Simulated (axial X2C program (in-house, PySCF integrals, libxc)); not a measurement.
Nuclear properties of HfSb

Computed with an axial X2C code built on PySCF integrals: two-component X2C with atomic mean-field Coulomb and Gaunt terms, Gaussian nuclei, basis Hf dyall-cv3z, Sb dyall-cv3z with contracted cores.

R = 2.656 Å (near the PBE0 minimum at charge 0 of the determinant lowest at the starting distance; the state shown can have its own minimum elsewhere).

Determinant lowest in the PBE0 search, Ω = 1/2 (⟨Sz⟩ = 0.53, ⟨Lz⟩ = -0.03 at PBE0), spin on the atoms Hf 0.25, Sb 0.28:

```
    level  Eeff magnitude (GV/cm)  Ws magnitude Hf (kHz)  A∥/gI Hf (MHz)  qzz Hf (a.u.)  A∥/gI Sb (MHz)  qzz Sb (a.u.)  μ (D)
     PBE0                    9.91                     15            2230          -4.48             121           0.47  -4.62
    B3LYP                    10.9                   16.9            2250          -4.72             245           0.81  -4.40
    PBE50                    20.3                   30.8            2600          -0.74             968          -1.99  -5.30
BHandHLYP                    13.5                   19.5            1790          -1.65             868          -0.78  -4.73
```

Determinant 0.14 eV from it at PBE0 and this distance, Ω = 3/2 (⟨Sz⟩ = 0.51, ⟨Lz⟩ = 0.99 at PBE0), spin on the atoms Hf 0.11, Sb 0.39:

| level | Eeff magnitude (GV/cm) | Ws magnitude Hf (kHz) | Ws magnitude Sb (kHz) | A∥/gI Hf (MHz) | qzz Hf (a.u.) | A∥/gI Sb (MHz) | qzz Sb (a.u.) | μ (D) |
| --- | --- | --- | --- | --- | --- | --- | --- | --- |
| PBE0 | 0.0278 | 0.567 | 0.086 | 42.6 | -6.14 | 196 | -4.69 | -3.88 |
| HF | 78.4 | 50.8 | 0.0222 | -69.4 | -7.93 | -302 | -7.67 | -2.97 |
| B3LYP | 0.542 | 0.21 | 0.0357 | 66.7 | -6.22 | 245 | -4.58 | -3.74 |
| PBE50 | 1.84 | 0.451 | 0.21 | 27.9 | -6.20 | 165 | -4.56 | -4.48 |
| BHandHLYP | 2.84 | 1.13 | 0.128 | 48.5 | -6.26 | 217 | -4.35 | -4.47 |

Eeff is the effective electric field on the electron electric dipole moment in this Ω state and Ws the scalar–pseudoscalar constant of the nucleus named (defined with the proton number Z and per Ω); A∥ (defined per Ω) follows by multiplying with gI = μI/(I μN); qzz is the electric field gradient, eQq0 = 234.96 MHz × Q/barn × qzz; μ is positive if the Sb end (last atom) is positive. The operators were transformed with the bare-nucleus X2C matrices; with these basis sets, hyperfine constants and field gradients can be off by tens of per cent, and where levels differ in sign neither size nor sign is settled.

**Question.** With gI(177Hf) = 0.2267 (g factors from the IAEA table of nuclear moments by Stone), turn the PBE0 values of the first state into constants in MHz.

**Answer.** A∥(177Hf) = 2230 × 0.2267 = 506 MHz.

Each state is one determinant with collinear spin. Unrestricted Hartree–Fock can overshoot spin polarisation at the nuclei. Where Eeff spreads by more than a factor of two the levels disagree and none is to be relied on. Left out as unconverged or as another state under the same occupation: HF in at least one table. States lie within half an eV, so the first need not be the ground state. The sign of Ws at Sb differs between levels in the first state. The sign of Ws at Hf differs between levels in the second state. The sign of Ws at Sb differs between levels in the second state. Where a field gradient or hyperfine factor spreads by more than a factor of two over the levels, a constant derived from it is not to be relied on. PBE0 term energies can be off by some tenths of an eV.
